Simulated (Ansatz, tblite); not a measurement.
Forces on `SC#Cc1ccc(C#Cc2ccc(C#Cc3ccc(C#Cc4ccc(S)cc4)cc3)cc2)cc1` at its r2SCAN-D4/def2-SVP geometry. The state is a singlet with charge 0.

The xTB rows come from tblite. Single mean-field runs in def2-TZVP are fitted with def2-universal-jkfit.

GFN1-xTB (tblite), largest force 1.50 eV/Å:

```xyz
52
positions Å, forces eV/Å
S    -7.458  -13.456   -1.442   -0.395   -0.078    0.455
C    -6.712  -11.973   -1.175    0.748    1.300    0.103
C    -6.105  -10.912   -1.082   -0.587   -1.030   -0.094
C    -5.413   -9.681   -0.959    0.213    0.399    0.070
C    -5.691   -8.797    0.112    0.116   -0.072   -0.209
C    -5.012   -7.593    0.231    0.150   -0.002   -0.186
C    -4.026   -7.218   -0.713   -0.256   -0.428   -0.044
C    -3.334   -5.988   -0.592    0.568    1.007    0.099
C    -2.736   -4.923   -0.487   -0.573   -1.018   -0.102
C    -2.044   -3.693   -0.368    0.247    0.419    0.049
C    -1.018   -3.347   -1.281   -0.154    0.019    0.181
C    -0.340   -2.143   -1.164   -0.108    0.094    0.190
C    -0.657   -1.230   -0.129   -0.241   -0.430   -0.040
C     0.035    0.001   -0.011    0.577    1.026    0.095
C     0.634    1.066    0.089   -0.576   -1.024   -0.098
C     1.325    2.297    0.203    0.246    0.426    0.045
C     0.972    3.238    1.199    0.111   -0.096   -0.185
C     1.648    4.444    1.309    0.157   -0.019   -0.179
C     2.710    4.763    0.429   -0.237   -0.430   -0.036
C     3.401    5.995    0.540    0.569    1.017    0.089
C     3.998    7.061    0.635   -0.561   -1.001   -0.090
C     4.690    8.294    0.743    0.243    0.440    0.045
C     4.307    9.261    1.701    0.082   -0.119   -0.153
C     4.984   10.471    1.807    0.152   -0.068   -0.192
C     6.068   10.757    0.957   -0.042   -0.142   -0.027
S     6.979   12.267    1.028   -0.565   -0.196    0.406
C     6.459    9.801    0.000   -0.159    0.008    0.148
C     5.783    8.593   -0.105   -0.141    0.006    0.129
C     3.065    3.820   -0.566   -0.116    0.101    0.182
C     2.388    2.615   -0.677   -0.159    0.022    0.172
C    -1.681   -1.576    0.784    0.150   -0.015   -0.184
C    -2.359   -2.781    0.668    0.103   -0.090   -0.195
C    -3.750   -8.103   -1.784   -0.092    0.085    0.196
C    -4.428   -9.308   -1.904   -0.144    0.025    0.196
H    -8.276  -13.439   -0.359    0.380    0.038   -0.467
H    -6.449   -9.075    0.849    0.218    0.086   -0.210
H    -5.236   -6.918    1.062    0.057   -0.201   -0.233
H    -0.766   -4.044   -2.084   -0.057    0.200    0.212
H     0.449   -1.885   -1.875   -0.215   -0.085    0.186
H     0.153    3.003    1.884    0.225    0.078   -0.178
H     1.366    5.164    2.081    0.066   -0.206   -0.204
H     3.465    9.049    2.365    0.240    0.070   -0.182
H     4.665   11.202    2.557    0.115   -0.204   -0.235
H     6.274   12.827    2.035    0.291   -0.205   -0.399
H     7.302   10.011   -0.666   -0.271   -0.043    0.230
H     6.093    7.857   -0.852   -0.080    0.213    0.210
H     3.884    4.056   -1.251   -0.224   -0.079    0.179
H     2.670    1.895   -1.450   -0.065    0.206    0.205
H    -1.934   -0.879    1.587    0.058   -0.200   -0.211
H    -3.148   -3.039    1.379    0.216    0.084   -0.185
H    -2.991   -7.825   -2.520   -0.218   -0.090    0.205
H    -4.204   -9.982   -2.735   -0.061    0.201    0.238
```

GFN2-xTB (tblite), largest force 1.85 eV/Å:

```
S -0.225 -0.152 0.171
C 0.868 1.619 0.214
C -0.543 -1.037 -0.157
C 0.184 0.387 0.098
C 0.145 -0.063 -0.239
C 0.159 -0.032 -0.222
C -0.236 -0.391 -0.039
C 0.578 1.026 0.101
C -0.583 -1.035 -0.103
C 0.228 0.383 0.046
C -0.162 0.051 0.214
C -0.144 0.079 0.219
C -0.220 -0.392 -0.036
C 0.585 1.042 0.096
C -0.585 -1.039 -0.100
C 0.223 0.387 0.041
C 0.147 -0.081 -0.213
C 0.167 -0.051 -0.211
C -0.220 -0.398 -0.033
C 0.580 1.036 0.090
C -0.570 -1.015 -0.091
C 0.228 0.410 0.041
C 0.148 -0.091 -0.198
C 0.161 -0.069 -0.200
C -0.362 -0.750 -0.101
S -0.275 0.081 0.304
C -0.205 -0.057 0.151
C -0.157 0.040 0.165
C -0.150 0.089 0.209
C -0.168 0.057 0.205
C 0.158 -0.049 -0.219
C 0.138 -0.075 -0.224
C -0.129 0.072 0.233
C -0.158 0.032 0.219
H 0.236 0.092 -0.232
H 0.299 0.106 -0.297
H 0.089 -0.267 -0.327
H -0.093 0.266 0.302
H -0.298 -0.101 0.267
H 0.311 0.093 -0.257
H 0.105 -0.275 -0.290
H 0.341 0.095 -0.262
H 0.153 -0.274 -0.313
H 0.169 -0.171 -0.264
H -0.374 -0.042 0.328
H -0.122 0.297 0.302
H -0.310 -0.092 0.259
H -0.104 0.276 0.292
H 0.094 -0.267 -0.300
H 0.298 0.101 -0.266
H -0.301 -0.113 0.292
H -0.099 0.264 0.338
```

PBE-D4/def2-TZVP (Ansatz), largest force 0.15 eV/Å:

```
S 0.097 0.101 -0.040
C 0.039 0.085 0.014
C -0.028 -0.051 -0.004
C -0.019 -0.049 -0.001
C 0.006 -0.007 -0.020
C 0.020 -0.004 -0.021
C 0.009 0.044 0.001
C 0.058 0.099 0.011
C -0.060 -0.103 -0.012
C -0.019 -0.057 0.003
C -0.005 0.017 0.007
C -0.014 -0.009 0.008
C 0.029 0.051 0.006
C 0.059 0.105 0.009
C -0.060 -0.104 -0.011
C -0.023 -0.053 0.001
C 0.011 0.008 -0.012
C 0.000 -0.012 -0.013
C 0.030 0.046 0.008
C 0.060 0.110 0.008
C -0.058 -0.103 -0.010
C -0.011 -0.035 -0.007
C 0.017 0.008 -0.012
C 0.017 -0.005 -0.027
C -0.039 -0.078 0.010
S 0.010 -0.056 -0.048
C -0.016 0.026 0.022
C -0.022 -0.001 0.012
C -0.015 -0.005 0.008
C -0.005 0.015 0.008
C -0.001 -0.013 -0.012
C 0.009 0.011 -0.012
C -0.006 0.002 0.024
C -0.013 0.003 0.012
H -0.030 0.011 0.047
H 0.068 0.021 -0.073
H 0.027 -0.059 -0.079
H -0.022 0.051 0.063
H -0.059 -0.017 0.057
H 0.063 0.015 -0.054
H 0.025 -0.054 -0.060
H 0.073 0.011 -0.061
H 0.036 -0.062 -0.071
H -0.035 0.014 0.041
H -0.074 -0.018 0.059
H -0.032 0.060 0.070
H -0.062 -0.015 0.055
H -0.024 0.053 0.061
H 0.023 -0.052 -0.061
H 0.059 0.016 -0.056
H -0.069 -0.020 0.072
H -0.026 0.060 0.080
```
